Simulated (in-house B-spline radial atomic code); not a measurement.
Settings and results of a run for Hg⁶⁺ (an excited or competing configuration). Computed with a B-spline radial code for spherical atoms: Dirac-Hartree-Fock, average of configuration, Fermi nucleus of rms radius 5.4648 fm.

Command:
```bash
python run_scf.py task.json out
```
Settings (nuclear radius in fm, mass in u):
```
Z                80
configuration    [Xe] 4f14 5d5 7f1
hamiltonian      dirac
method           hf
spin_polarised   False
nucleus          fermi
rms_radius       5.4648
atomic_mass      201.97064
speed_of_light   137.035999084
```

Output (hartree, bohr):
```
 radial grid: 71 intervals, B-splines of order 8, outer radius 36.5672 bohr

 iter        energy (Eh)    residual
    1      -19631.537599    9.19e-01
    2      -19636.235060    1.73e-01
    3      -19636.813197    5.05e-02
    4      -19636.837594    1.89e-02
    5      -19636.841657    3.15e-03
    6      -19636.841797    9.46e-04
    7      -19636.841809    1.62e-04
    8      -19636.841809    6.15e-06
    9      -19636.841809    1.24e-06
   10      -19636.841809    5.43e-08

 total energy                    -19636.84181
 kinetic                           22632.0427
 electron-nucleus                 -49258.3093
 electron-electron                  6989.4248

 first-order corrections (not in the total)
   Gaunt                            25.3514
   retardation                      -2.6882
   frequency dependence             -0.4971
   self-energy                      18.9974
   Uehling                          -3.9091
   Wichmann-Kroll                    0.1739
   recoil                            0.0321

 orbital      occ     eigenvalue          <r>       <r^2>       <1/r>     <1/r^3>       r_max    small
 1s1/2      2.000     -3078.0609    0.0165906 0.000380888     97.4978           -     0.01023  9.25e-02
 2s1/2      2.000      -554.0855    0.0692168   0.0057351     24.0265           -     0.05932  2.13e-02
 2p1/2      2.000      -530.6896    0.0569991  0.00406428     23.9389           -     0.04368  2.13e-02
 2p3/2      4.000      -458.9918    0.0656303  0.00524618     19.4015     21390.1     0.05113  1.89e-02
 3s1/2      2.000      -136.9186     0.179777    0.037119      8.8306           -      0.1668  7.14e-03
 3p1/2      2.000      -126.4475     0.170387   0.0339027     8.72908           -      0.1558  7.07e-03
 3p3/2      4.000      -110.3515     0.186093   0.0402352     7.55111     5022.48      0.1708  6.38e-03
 3d3/2      4.000       -93.2448      0.16224   0.0309118     7.42965     873.336      0.1331  6.24e-03
 3d5/2      6.000       -89.8282     0.167032    0.032637     7.16265     721.847      0.1372  6.05e-03
 4s1/2      2.000       -34.4291     0.398962    0.179692     3.72095           -      0.3762  2.40e-03
 4p1/2      2.000       -29.9044     0.401439    0.183378     3.60936           -      0.3747  2.31e-03
 4p3/2      4.000       -25.9689     0.433751    0.213815      3.2206     1212.92      0.4046  2.07e-03
 4d3/2      4.000       -18.5668     0.441623    0.225355     3.01342     190.472      0.3977  1.86e-03
 4d5/2      6.000       -17.8238     0.452467    0.236327      2.9207     154.069      0.4072  1.79e-03
 5s1/2      2.000        -8.7269     0.896369     0.89745     1.52001           -      0.8291  6.13e-04
 5p1/2      2.000        -7.0863     0.952171     1.01694     1.41465           -      0.8697  5.46e-04
 5p3/2      4.000        -6.3393       1.0275     1.18258     1.28392     217.289       0.939  4.78e-04
 4f5/2      6.000        -8.2437      0.47389    0.268977       2.566     32.8162      0.3654  1.43e-03
 4f7/2      8.000        -8.0829     0.480207    0.276118     2.53023     31.1862        0.37  1.40e-03
 5d3/2      2.000        -4.0782      1.21476     1.66939     1.06627     26.0555       1.075  3.45e-04
 5d5/2      3.000        -3.9824       1.2439     1.74894      1.0368     20.8762       1.101  3.30e-04
 7f5/2      0.429        -0.7256      6.38528     46.2292    0.222114    0.372245       6.912  3.38e-05
 7f7/2      0.571        -0.7242      6.40267     46.4626    0.221076    0.358262       6.929  3.36e-05

 Slater integrals (Eh)
   F0(5d3/2,5d3/2)               0.740457
   F2(5d3/2,5d3/2)               0.397016
   F0(5d3/2,5d5/2)               0.731562
   F2(5d3/2,5d5/2)               0.392323
   G2(5d3/2,5d5/2)               0.391752
   G4(5d3/2,5d5/2)               0.265567
   F0(5d3/2,7f5/2)               0.204243
   F2(5d3/2,7f5/2)               0.038619
   G1(5d3/2,7f5/2)               0.031550
   G3(5d3/2,7f5/2)               0.021190
   F0(5d3/2,7f7/2)               0.203498
   F2(5d3/2,7f7/2)               0.038251
   G3(5d3/2,7f7/2)               0.020893
   G5(5d3/2,7f7/2)               0.015480
   F0(5d5/2,5d5/2)               0.723088
   F2(5d5/2,5d5/2)               0.388342
   F4(5d5/2,5d5/2)               0.263273
   F0(5d5/2,7f5/2)               0.203730
   F2(5d5/2,7f5/2)               0.039071
   F4(5d5/2,7f5/2)               0.021124
   G1(5d5/2,7f5/2)               0.031499
   G3(5d5/2,7f5/2)               0.021295
   G5(5d5/2,7f5/2)               0.015816
   F0(5d5/2,7f7/2)               0.202995
   (list cut)
```

Cost of the run: 1.8 s on 1 thread of Arm Neoverse V1, on a shared host.

For the Dirac Hamiltonian the kinetic term is c α·p + (β - 1)c².
